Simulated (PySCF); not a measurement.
As (arsenic, neutral) across methods

[Ar] 3d10 4s2 4p2 5s1, high-spin 4P determinant (an excited configuration). All numbers are calculated (PySCF 2.14, a scalar-relativistic core potential, in aug-cc-pVTZ-PP with ECP10MDF).

| method | E (hartree) | mean ε 4s β (eV) | mean ε 4p α (eV) | mean ε 5s α (eV) | Σ⟨r²⟩ (bohr²) | ⟨S²⟩ |
| --- | --- | --- | --- | --- | --- | --- |
| r2SCAN | -332.0572 | -17.314 | -9.468 | -1.937 | 64.65 | 3.754 |
| PBE | -332.1851 | -17.014 | -8.945 | -1.944 | 64.26 | 3.752 |
| HSE06 | -332.1447 | -17.855 | -9.793 | -2.024 | 64.41 | 3.753 |
| PBE0 | -332.1498 | -18.126 | -10.227 | -2.327 | 64.57 | 3.753 |
| B3LYP | -332.2397 | -18.201 | -9.821 | -2.179 | 64.16 | 3.752 |
| BLYP | -332.1555 | -17.162 | -8.643 | -1.734 | 64.07 | 3.751 |
| UHF | -330.97859 | -20.208 | -13.412 | -3.143 | 65.85 | 3.759 |
| LDA | -331.6738 | -17.446 | -8.966 | -2.023 | 63.63 | 3.751 |

**Question.** Estimate the same row for M06.

**Answer.** E (hartree) = -332.2695; mean ε 4s β (eV) = -18.850; mean ε 4p α (eV) = -9.990; mean ε 5s α (eV) = -2.148; Σ⟨r²⟩ (bohr²) = 64.57; ⟨S²⟩ = 3.752.

Energies and moments cover only the electrons outside the core potential. The outer electron is Rydberg-like, and this basis confines it to a smaller radius and binds it less than a complete one would.
